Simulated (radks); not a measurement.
The numbers below are computed, except where a source is named.
Ionisation of the sulfur ion S3+, [Ne] 3s2 3p1, to S4+, [Ne] 3s2, under several functionals. Scalar-relativistic Kohn-Sham, spin-polarised, spherical densities, point nucleus; open shells are filled with parallel spins first; a radial shooting solver on a logarithmic mesh with Libxc functionals.

| functional | E(S3+) (hartree) | Exc (hartree) | IE (eV) | -e(HOMO) (eV) | <r> HOMO (bohr) | IE error (eV) |
|---|---|---|---|---|---|---|
| SOGGA | -395.82315 | -23.61407 | 47.056 | 40.854 | 1.658 | -0.166 |
| PBE | -396.55850 | -24.36937 | 47.205 | 40.992 | 1.658 | -0.017 |
| revPBE | -396.66356 | -24.47841 | 47.169 | 40.978 | 1.659 | -0.053 |
| PBEsol | -395.92271 | -23.71483 | 47.165 | 40.944 | 1.657 | -0.057 |

NIST Atomic Spectra Database: 47.22 eV (semi-empirical). Closest: PBE. The Delta-SCF values span 0.15 eV, the total energies 0.84 hartree. The highest occupied level is 3p. Open shells are spherical and high-spin; term and fine-structure splittings are not resolved.
